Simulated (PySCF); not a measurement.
Computed XPS line lists of a few unrelated compounds.

The calculation used PySCF 2.14.0, delta-SCF UKS SCAN, pcX-2 on the ionised atom, pcseg-1 elsewhere, spin-free X2C. Geometries: PBE0-D3(BJ)/def2-SVP; isolated species, one conformer each.

Line lists (1s up to Mg, 2p3/2 beyond, nothing for As, Br or Ge; areas count atoms within a level, one atom standing for each set equivalent by bonding):
1. C 1s: 290.41 (area 1), 290.62 (area 2) eV
2. B 1s: 198.85 eV; O 1s: 538.42 eV
3. C 1s: 290.68 (area 1), 290.94 (area 1) eV; Cl 2p3/2: 205.31 eV

Structures:
A. `O=BBr`
B. `C=[CH][GeH2][Cl]`
C. `CC([AsH][GeH3])C`

Task: Match each list to its structure.

Result: 
- 1 = C: no other candidate has this set of levels. C 1s: 290.41 sp3 CH carbon, 290.62 methyl carbon (×2).
- 2 = A: no other candidate has this set of levels. B 1s: 198.85 boron bonded to Br and O; O 1s: 538.42 oxygen bonded to B.
- 3 = B: no other candidate has this set of levels. C 1s: 290.68 alkene CH carbon, 290.94 terminal =CH2 carbon; Cl 2p3/2: 205.31 chlorine bonded to Ge.

The 2p values aren't plain energy differences: one relaxed spin-free 2p hole is combined with a matrix within the shell (ground-state 2p orbital-energy differences and spin–orbit coupling). 2p3/2, the mean of its two sublevels, lies a third of the splitting below the shell's mean and 2p1/2 two thirds above it; the statistical areas are 2:1.
